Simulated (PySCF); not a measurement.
# Dipole response of Ti (titanium, neutral)

[Ar] 3d2 4s2, high-spin 3F determinant. Computed with PySCF 2.14 in def2-QZVPPD (11s6p5d3f2g, 93 functions), with no relativity, point nucleus. Coupled (time-dependent) response in atomic units; α is the mean over directions.

| method | mean α (bohr³) | C₆ (like pair) | S(−4) |
| --- | --- | --- | --- |
| BHandHLYP | 109.2 | 1279 | 6077 |

S(−4) is the Cauchy moment in α(ω) = α(0) + S(−4) ω² + …

Reference α: 87 ± 10 bohr³ (recommended; Schwerdtfeger and Nagle, table of static dipole polarizabilities (2023 update)). Published C₆: 1044 (Chu and Dalgarno (2004); Tang, Norbeck and Certain (1976)).

α(iu) at BHandHLYP:

```tsv
u (hartree)	α(iu) (bohr³)
0	109.2
0.0500	96.01
0.100	71.31
0.200	36.89
0.300	21.68
0.500	10.55
0.750	6.029
1.00	4.098
1.50	2.368
2.00	1.574
3.00	0.8480
5.00	0.3633
```
